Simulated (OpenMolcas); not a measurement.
F⁺: Slater's ratio, the spin-orbit constant, thermal populations, worked from levels

```json
{
  "Program": "OpenMolcas",
  "Basis": "ANO-RCC-VTZP [4s3p2d1f]",
  "Scalar Hamiltonian": "DKH2, point nucleus",
  "Active space": "6 electrons in 8 orbitals (2s 2p 3s 3p)",
  "State averaging": "2S+1 = 3 even, 3 roots; 2S+1 = 1 even, 6 roots; 2S+1 = 3 odd, 3 roots; 2S+1 = 1 odd, 3 roots",
  "Spin-orbit coupling": "RASSI with atomic mean-field integrals over the reference wave functions, term energies averaged over their components"
}
```

Methods: CASSCF; SS-CASPT2, IPEA 0.25 Eh, imaginary shift 0.1 Eh (closed shells correlated: 1s). Measured levels: NIST Handbook of Basic Atomic Spectroscopic Data.

**Slater's ratio.** With one set of orbitals, p4 has 1D - 3P = 6 F2 and 1S - 1D = 9 F2 (F2 = F²/25), a ratio of 3/2. Term energies are centres of gravity, weighted by 2J + 1.

```
   Source  1D - 3P  1S - 3P  F2 from the first  Ratio
   CASSCF    22725    40920               3788  0.801
SS-CASPT2    21325    45067               3554  1.113
 measured    20705    44750               3451  1.161
```

Energies in cm-1. A ratio away from 3/2 shows effects beyond one configuration with one set of orbitals, and in heavier atoms second-order spin-orbit shifts. In CASSCF the valence s occupation is 1.93 in 1S against 2.00 in 1D: mixing out of s² acts most on 1S and pulls it down.

**The spin-orbit constant.** For the Hund term 3P of p4, E(J) = (A/2) J(J+1) + constant and ζ = -2S·A = -2A. From J = 0 to J = 2 the energy changes by 3 A.

```json
{"Source": "CASSCF", "E(2) - E(0)": "-455.0", "A": "-151.7", "ζ": "303"}
{"Source": "SS-CASPT2", "E(2) - E(0)": "-455.6", "A": "-151.9", "ζ": "304"}
{"Source": "measured", "E(2) - E(0)": "-489.7", "A": "-163.2", "ζ": "326"}
```

All in cm-1. SS-CASPT2 is off by -7.0 % and CASSCF by -7.1 %. Both methods take the spin-orbit matrix elements from the reference wave functions, so the second can move ζ only through the term energies and any multistate remixing. Second-order mixing with other terms is absorbed into this ζ.

**Thermal populations.** Z = Σ (2J + 1) exp(-E/kT) with k = 0.695035 cm-1/K, over the levels below. No other level of either list lies under 90000 cm-1, which is above 7 kT at each temperature.

| Level | 2J + 1 | SS-CASPT2 | measured |
| --- | --- | --- | --- |
| 2s2 2p4 3P2 | 5 | 0.0 | 0.0 |
| 2s2 2p4 3P1 | 3 | 307 | 341 |
| 2s2 2p4 3P0 | 1 | 456 | 490 |
| 2s2 2p4 1D2 | 5 | 21480 | 20873 |
| 2s2 2p4 1S0 | 1 | 45220 | 44918 |

| T (K) | Z, SS-CASPT2 | Z, measured levels | Ground level (%), SS-CASPT2 | Ground level (%), measured levels |
| --- | --- | --- | --- | --- |
| 5000 | 8.634 | 8.600 | 57.9 | 58.1 |
| 8000 | 8.865 | 8.855 | 56.4 | 56.5 |
| 12000 | 9.223 | 9.237 | 54.2 | 54.1 |

At 12000 K, kT = 8340 cm-1, and the computed levels give Z = 5.000 + 2.892 + 0.947 + 0.381 + 0.004 = 9.223.

CASPT2 does not keep the components of a term degenerate, so their means are used; among the terms shown or strongly mixed into the levels shown the widest spread is 11 cm-1 (2s2 2p4 1D, SS-CASPT2). Active for correlation alone: 3p 3s; no level in the range computed is led by a configuration that fills them, so any true level of that kind is missing. Without dynamic correlation excited terms often stand tens of per cent too high (terms of higher spin than the ground term too low), and those without a measured partner can miss by more than the paired ones (holds for CASSCF). Computed and measured levels are paired by configuration, term and J; levels that our copy of the source lacks, or whose pairing is in doubt (as where it misses far off the trend of its configuration), stay unpaired and out of the deviations. Levels of configurations outside the active space are missing.
